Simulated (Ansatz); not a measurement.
Ideal-gas functions of Ge2H4S2 (`[S]1[GeH2][S][GeH2]1`) at 800 K and 1 bar, from an Ansatz frequency run at PBE0-D4/def2-TZVP.

Molar mass 213.39 g/mol, point group D2h (symmetry number 4), electronic degeneracy 1, moments of inertia 186.976, 343.511, 517.554 u Å². Harmonic wavenumbers (cm⁻¹, unscaled): 61, 204, 351, 396, 430, 435, 500, 506, 554, 592, 692, 768, 874, 886, 2145, 2149, 2149, 2150.

Use S(trans) = R[1.5 ln M + 2.5 ln T − 1.1517]; rotational temperatures θ = 24.2544 K / I; S(rot) = R[ln(√π/σ · √(T³/θAθBθC)) + 1.5]; for each mode x = 1.438777 ν̃/T, S = R[x/(eˣ − 1) − ln(1 − e⁻ˣ)] and H = RT x/(eˣ − 1); 1 cm⁻¹ = 0.0119627 kJ/mol; R = 8.31446 J/(mol·K).

Problem. By hand: the entropy, in J/(mol·K).

Solution. Translation 196.3. Rotation: θ = 0.1297, 0.0706, 0.0469 K, giving 121.3. Vibration, mode by mode: 26.69, 16.70, 12.28, 11.31, 10.66, 10.56, 9.47, 9.38, 8.68, 8.18, 7.01, 6.26, 5.36, 5.27, 0.87, 0.86, 0.86, 0.86, in all 151.3. Electronic 0.0. Sum 468.9 J/(mol·K).

Problem. By hand: H − E and G − E in kJ/mol, counted from the electronic energy.

Solution. Zero-point energy ½ × 15842 × 0.0119627 = 94.8; thermal vibration 59.8; translation, rotation and pV give 4 RT = 26.6. H − E = 181.2 kJ/mol, and G − E = 181.2 − 800 × 468.9/1000 = -193.9 kJ/mol.

Vibration gives 32 % of the entropy, 26.7 J/(mol·K) of it from the mode under 150 cm⁻¹: soft modes count most, and the harmonic formula is weakest for them.
